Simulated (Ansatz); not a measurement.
Program: Ansatz. Geometries: PBE0-D4/def2-TZVP. ΔE: electronic, gas phase. CBS: MP2 limit from def2 TZ/QZ plus the TZ coupled-cluster correction, frozen cores. This one scheme is used for every species. DFT in def2-TZVPP. One conformer a species, not always the lowest.

Consider the formal exchange of groups at a B–O bond: `N=CBO` + `CBF` → `CB(F)BC=N` + H₂O.

`N=CBO`:

```xyz
8

N    -0.768   -0.593   -0.943
C     0.125   -0.728   -0.046
B     0.539    0.611    0.709
O    -0.096    1.724    0.317
H    -1.009   -1.469   -1.406
H     0.572   -1.704    0.183
H     1.358    0.675    1.577
H    -0.721    1.484   -0.391
```

`CBF`:

```xyz
7

C     0.476   -0.128   -0.479
B    -0.603    0.167    0.597
F    -0.621   -0.510    1.738
H     1.175   -0.919   -0.202
H     1.040    0.786   -0.696
H    -0.009   -0.396   -1.425
H    -1.459    1.000    0.467
```

`CB(F)BC=N`:

Cartesian coordinates in Å:
```
C -0.744 -1.494 1.152
B -0.695 -0.556 -0.096
F -1.868 -0.168 -0.616
B 0.725 0.044 -0.785
C 1.226 1.488 -0.494
N 0.510 2.498 -0.810
H -1.019 -0.883 2.022
H 0.201 -1.986 1.387
H -1.527 -2.251 1.046
H 1.378 -0.610 -1.553
H 2.237 1.708 -0.133
H -0.424 2.212 -1.119
```

H₂O:

Cartesian coordinates in Å:
```
O 0.042 0.300 -0.245
H -0.672 -0.340 -0.223
H 0.630 0.040 0.468
```

| level | ΔE (eV) |
| --- | --- |
| PBE0-D4 | 1.85 |
| r2SCAN | 1.90 |
| MP2/def2-TZVPP | 2.01 |
| MP2/def2-QZVPP | 1.98 |

Q: What does CCSD(T)/CBS give? (An estimate is asked.)

A: Computed: +1.91 eV. The listed levels differ from it by -0.06, -0.01, 0.10, 0.07 eV.

Largest T1 diagnostic among the species: 0.015.

In def2-TZVPP, CCSD(T) changes the Hartree–Fock value by −0.11 eV (the triples alone add −0.00 eV) and MP2 by −0.06 eV. The D4 term adds −0.05 eV with B3LYP and −0.03 eV with PBE0; it sums over pairs of atoms, weighted by their polarisabilities, and B3LYP, whose exchange is more repulsive, gets the larger term. From PBE to PBE0 (25 % exact exchange), in def2-TZVPP and without D4, ΔE moves by +0.06 eV.

B3LYP here is the variant with VWN-RPA as its local correlation; programs differ in this.
